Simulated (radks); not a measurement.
All-electron atom: W IV in [Xe] 4f14 5d3.

Method: Dirac Kohn-Sham, LDA (Slater exchange, Perdew-Wang correlation), spin-unpolarised, spherical densities, finite nucleus; open shells fill j = l - 1/2 first; Fermi nuclear charge, rms radius 5.3658 fm; computed with a radial shooting solver on a logarithmic mesh with Libxc functionals.

Energy parts (hartree):
| part | energy |
|---|---|
| total | -16152.0767 |
| kinetic | 18184.4793 |
| electron-nucleus | -40271.5730 |
| Hartree | 6249.7186 |
| exchange-correlation | -314.7016 |

Orbitals (lengths in bohr, moments of r in powers of bohr; <r^-3> diverges for s and p1/2; r(90%) holds 90 % of the orbital's charge):
orbital,occ.,eigenvalue (hartree),r(90%),<r^-3>,<1/r>,<r^2>
1s1/2,2,-2548.286,0.0334,-,86.97,0.0004638
2s1/2,2,-440.4817,0.120,-,21.17,0.007072
2p1/2,2,-421.5125,0.106,-,21.15,0.005045
2p3/2,4,-371.8572,0.116,16310,17.77,0.006246
3s1/2,2,-102.2350,0.295,-,7.767,0.04622
3p1/2,2,-93.74232,0.287,-,7.688,0.04237
3p3/2,4,-83.00809,0.307,3688,6.813,0.04897
3d3/2,4,-68.61479,0.280,638.2,6.709,0.03794
3d5/2,6,-66.27814,0.286,542.8,6.503,0.03975
4s1/2,2,-21.90274,0.647,-,3.268,0.2287
4p1/2,2,-18.37721,0.662,-,3.160,0.2356
4p3/2,4,-15.88085,0.710,857.5,2.853,0.2714
4d3/2,4,-10.06887,0.758,130.0,2.639,0.2958
4d5/2,6,-9.60881,0.775,108.2,2.565,0.3093
4f5/2,6,-2.32844,0.997,19.68,2.103,0.4540
4f7/2,8,-2.24596,1.01,18.74,2.072,0.4692
5s1/2,2,-3.95703,1.53,-,1.269,1.273
5p1/2,2,-2.90351,1.70,-,1.142,1.545
5p3/2,4,-2.53329,1.85,125.1,1.036,1.818
5d3/2,3,-1.16725,2.63,10.21,0.7422,3.480
5d5/2,0,-1.13204,2.70,8.350,0.7209,3.663

The highest occupied level is 5d3/2 at -31.762 eV. Summed over all electrons, <r^2> = 35.69 bohr^2, which gives a Langevin (diamagnetic) susceptibility term of -28.3 x 10^-6 cm^3/mol. For comparison, the ionisation energy in NIST's Atomic Spectra Database is 38.2 eV (semi-empirical). In exact Kohn-Sham theory the highest level is minus the ionisation energy, but local and semilocal functionals leave it too shallow, through self-interaction and a potential that decays too fast; potentials with the right tail come closer. The electron density at the nucleus is 1.418e+06 e/bohr^3.

Beside tabulated values, note that spin-unpolarised runs miss the spin-polarisation part of the exchange energy of open shells.
